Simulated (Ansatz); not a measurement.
A search over several starts for the lowest SCF solution of the cluster Mg₂Br₂⁺ at the given spin, in a small basis.

```yaml
crystal:
  periodic: [false, false, false]
  atoms:
    - {symbol: Mg, position_ang: [-0.860243, 1.878706, 0.976118]}
    - {symbol: Mg, position_ang: [0.027194, -1.958736, -1.176831]}
    - {symbol: Br, position_ang: [0.188444, -0.711799, 1.346548]}
    - {symbol: Br, position_ang: [0.644616, 0.791828, -1.145835]}
basis:
  gaussian: {orbitals: def2-SVP, initial_orbitals: start.molden}
total_charge: 1
magnetization: {spin_polarized: true, initial_magnetization: 3}
hamiltonian: {xc: pbe0, dispersion: d4}
output: {orbitals: {seedname: orbitals}}
```

The file start.molden holds the orbitals of an earlier run on this structure, at another level or in another basis.

```sh
$ ansatz run in.yaml --threads 4 --pin off --events-out ev --progress --plain --max-ram 3916MiB
```

Shortened log:

```
Functional definition: PBE0
894 factors; integrals over basis functions are off by at most 2.5e-4 eV
mean field evaluation 1: about -150933.2343 eV, gradient 3.4e0 eV
mean field evaluation 2: about -150933.2666 eV, gradient 4.0e-2 eV
mean field evaluation 4: about -150933.3143 eV, gradient 3.1e-4 eV
mean field evaluation 8: about -150930.8648 eV, gradient 1.7e1 eV
mean field evaluation 16: about -150933.3143 eV, gradient 2.6e-2 eV
mean field -150933.31433120 eV, -5546.6969953968 hartree, gradient 1.3e-5 eV, S^2 3.754005; 3 other end points of the search recorded, 0 dependent functions left out
reference -150933.31437013 eV, -5546.6969968274 hartree; 48, 45 occupied and 52, 55 virtual orbitals, 894 factors
Total energy: -150933.44019982 eV, -5546.7016209831 hartree
```

Hardware: 4 threads of Intel Xeon 6975P-C on a shared host. Wall time 2.1 s.

In the quartet, Br3 and Br4 lie 2.95 Å apart (atoms count from 1), so these atoms are partly bonded to each other. At PBE0-D4/def2-TZVP a doublet of charge 1 lies 3.01 eV below the quartet, each at its own geometry. The structure comes from a short search, and lower isomers may exist.
